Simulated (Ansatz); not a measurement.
Relaxation of BFH₆O₂Si (11 atoms, charge 0, multiplicity 1), to a largest force component of 0.03 eV/Å in at most 50 steps.

The calculation used Ansatz 0.2.0, RKS B3LYP/def2-SVP.

```xyz
11
Properties=species:S:1:pos:R:3:forces:R:3
B 1.015 0.220 -1.031 0.97 0.42 0.54
Si -1.055 -0.015 1.472 -1.00 -0.26 0.23
O 1.101 -1.010 -1.597 -0.02 0.00 0.05
O 0.038 1.098 -1.355 -0.04 -0.06 0.00
H 0.351 0.299 1.332 0.52 0.12 0.15
F 1.957 0.629 -0.122 -0.60 -0.32 -0.99
H -1.899 1.198 1.256 0.05 -0.05 0.01
H -1.332 -0.564 2.839 0.03 0.04 -0.09
H -1.431 -1.062 0.467 0.02 0.09 0.08
H 1.845 -1.530 -1.267 0.00 0.02 -0.01
H -0.592 0.738 -1.994 0.06 0.01 0.04
```

**Question.** Where does it end, and by what steps?

**Answer.** The run converged. After 15 steps the energy has fallen by 0.171 eV; H10 moved furthest, 0.97 Å.

```csv
step,energy less start (eV),largest force component (eV/Å),accepted
0,0.0000,1.005,yes
1,-0.1118,0.610,yes
2,-0.1461,0.273,yes
3,-0.1516,0.121,yes
4,-0.1546,0.094,yes
5,-0.1582,0.196,yes
6,-0.1606,0.312,yes
7,-0.1637,0.164,yes
8,-0.1666,0.040,yes
9,-0.1679,0.139,yes
10,-0.1689,0.077,yes
11,-0.1696,0.045,yes
12,-0.1701,0.031,yes
13,-0.1703,0.037,yes
14,-0.1704,0.031,yes
15,-0.1705,0.017,yes
```

```xyz
11
Properties=species:S:1:pos:R:3
B 1.243 0.161 -1.253
Si -1.341 0.060 1.747
O 1.490 -0.908 -2.057
O 0.015 0.734 -1.195
H 0.144 0.022 1.843
F 2.210 0.677 -0.489
H -1.805 1.427 1.387
H -1.926 -0.325 3.066
H -1.808 -0.920 0.723
H 2.400 -1.224 -2.000
H -0.622 0.295 -1.773
```

Run time: 48 s on 2 threads of Arm Neoverse V1, on a shared host, peak memory 0.22 GiB.
